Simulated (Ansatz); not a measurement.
Mulliken charges of CH4FGaTe (`[CH3][Ga]([F])[TeH]`) from PBE/def2-TZVPP in Ansatz (PBE0-D4/def2-TZVP geometry).

```csv
atom,x (Å),y (Å),z (Å),charge (e)
C1,0.134,1.088,-0.642,-0.370
Ga2,0.244,-0.250,0.774,0.494
F3,1.068,0.211,2.264,-0.351
Te4,-0.591,-2.613,0.922,-0.099
H5,-0.437,1.945,-0.281,0.111
H6,-0.345,0.684,-1.533,0.111
H7,1.140,1.429,-0.893,0.112
H8,-1.213,-2.494,-0.611,-0.010
```

By hand: the dipole of these point charges (1 e Å = 4.8032 D).

Σ q r = (-0.192, 0.135, -0.561) e Å, of length 0.608 e Å = 2.92 D.

How does the dipole of the full density compare? (Estimate.)

Computed: (-0.195, 0.054, -0.492) e Å, 2.56 D; the point charges give 1.14 times that, at 7° from its direction.

Point charges leave out the atoms' own dipoles, such as those of lone pairs, and Mulliken's split depends on the basis, so the close match here is no proof of good charges.
